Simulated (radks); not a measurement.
Excited configurations of Cs I: one electron is placed in a higher orbital outside [Xe]. The ground configuration is [Xe] 6s1. All-electron calculation, scalar-relativistic Kohn-Sham, r2SCAN, spin-polarised, spherical densities, finite nucleus; open shells are filled with parallel spins first (spin-orbit coupling, left out, can overturn this in heavy ions); meta-GGA in the generalised Kohn-Sham scheme; Fermi nuclear charge, rms radius 4.8041 fm. Program: a radial shooting solver on a logarithmic mesh with Libxc functionals. Excitation = E - E(ground); binding = E(ion) - E, where the ion is the core of charge +1; n* = 1/sqrt(2 binding) in atomic units, and the quantum defect is n - n*.

outer orbital,excitation (eV),binding (eV),n*,quantum defect,eigenvalue (eV),<r> (bohr)
5d,1.788,1.994,2.612,2.388,-0.603,7.058
5f,3.181,0.601,4.758,0.242,-0.346,30.60
6p,1.374,2.408,2.377,3.623,-1.388,7.868
6d,2.556,1.226,3.331,2.669,-0.636,14.54
7s,2.123,1.658,2.864,4.136,-1.026,12.71
7p,2.536,1.245,3.306,3.694,-0.768,16.38
7d,3.011,0.771,4.202,2.798,-0.455,25.45

The Delta-SCF ionisation energy is 3.782 eV (NIST Atomic Spectra Database: 3.894 eV, measured). Self-interaction in the functional shifts the binding energies and quantum defects, so they are the method's values and not measured ones.
